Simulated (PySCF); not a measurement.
**A series of derivatives of CO[SiH3]**

Parent skeleton `[CH3:1][O:2][SiH3:3]`; one hydrogen on atom 3 is replaced by X. Hydrogens on one atom are averaged.

Relativity neglected, fast rotation and ring inversion assumed for equivalent nuclei, one computed conformer, no solvent model. Shieldings: GIAO PBE0/pcSseg-1; structure optimised with PBE0-D3(BJ)/def2-SVP; PySCF 2.14.0 with density-fitted response routines.

Chemical shifts δ = σref − σ; $^{13}$C (σ = 184.41 ppm), $^{29}$Si (σ = 351.99 ppm), $^{1}$H (σ = 31.27 ppm) against TMS; H2O for $^{17}$O (σ = 334.56 ppm), all at this level.

Parent (X = H): C1 54.6, O2 -10.8, Si3 -29.2, H(C1) 3.56, H(Si3) 4.73 ppm. Effects are Δδ = δ(X) − δ(H), positive for deshielding.

Problem. Order these by the shift of Si3, most shielded first.
A. X = CH2CF3
B. X = NH2
C. X = iPr
D. X = CHO

Solution. D (-16.4 ppm), B (+1.0 ppm), A (+18.9 ppm), C (+26.3 ppm).

Problem. Order these by the shift of H(Si3), most shielded first.
A. X = N-pyrrolidinyl
B. X = 4-pyridyl
C. X = CH2CF3
D. X = NH2
E. X = PH2

Solution. D (-0.16 ppm), A (+0.01 ppm), C (+0.20 ppm), B (+0.43 ppm), E (+0.66 ppm).

Experimental scales use liquid or dissolved standards, which lie at an offset from isolated H2O (liquid H2O: subtract about 36 ppm).
